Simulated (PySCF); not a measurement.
C₂H₆N₂OSi, SMILES N[Si@@H]1COC=N1. Atoms are numbered in the order given.

```xyz
12

N      2.1333     0.2210     0.6613
Si     0.7295     0.4010    -0.3399
C     -0.8312     0.9526     0.6466
O     -1.7831    -0.1233     0.4235
C     -1.2634    -1.0864    -0.3986
N     -0.0931    -1.0701    -0.9165
H      2.1126    -0.4395     1.4430
H      3.0522     0.2075     0.2122
H      1.1482     1.2934    -1.4689
H     -1.2921     1.8967     0.2893
H     -0.6677     1.0499     1.7405
H     -2.0142    -1.8901    -0.5474
```

Coordinates come from a PBE-D3(BJ)/def2-SVP optimisation. The structure was generated by enumeration; whether it is a known compound was not checked. The values are those of a single conformer.

Method: PBE-D3(BJ)/def2-SVP (PySCF).

Frequencies are harmonic and unscaled.

```csv
mode,ν (cm⁻¹),IR (km/mol),moving atoms (share of kinetic energy)
1,122,1.1,"N 31 %, H 24 %, O 23 %, C 15 %"
2,161,5.3,"H 52 %, N 25 %, C 11 %, Si 9 %"
3,262,5.5,"H 38 %, N 25 %, Si 18 %, C 11 %, O 9 %"
4,279,19.6,"H 71 %, N 15 %"
5,418,166.6,"H 69 %, N 23 %"
6,452,27.0,"N 37 %, H 28 %, C 20 %, O 12 %"
7,474,15.4,"Si 35 %, N 20 %, O 19 %, C 14 %, H 13 %"
8,602,10.8,"H 78 %, C 17 %"
9,644,18.4,"C 40 %, Si 28 %, H 23 %"
10,699,17.5,"N 54 %, C 20 %, H 15 %, Si 9 %"
11,746,23.3,"H 77 %, C 10 %"
12,782,21.5,"H 68 %, N 13 %, C 11 %"
13,831,26.2,"O 40 %, N 25 %, C 18 %, H 15 %"
14,866,50.5,"N 36 %, H 34 %, Si 27 %"
15,905,53.2,"C 56 %, O 28 %, H 11 %"
16,916,165.8,"H 60 %, Si 22 %, N 13 %"
17,944,10.0,"H 64 %, C 32 %"
18,1063,188.3,"C 53 %, O 21 %, H 19 %"
19,1158,5.8,H 89 %
20,1207,23.8,"H 57 %, C 21 %, O 20 %"
21,1309,4.0,"H 85 %, N 8 %"
22,1390,7.9,H 92 %
23,1497,44.4,"H 90 %, N 10 %"
24,1640,255.3,"C 56 %, N 39 %"
25,2192,122.8,H 97 %
26,2993,11.0,H 95 %
27,3050,7.2,"H 90 %, C 10 %"
28,3052,35.8,"H 92 %, C 8 %"
29,3487,24.8,H 96 %
30,3582,26.4,"H 91 %, N 9 %"
```
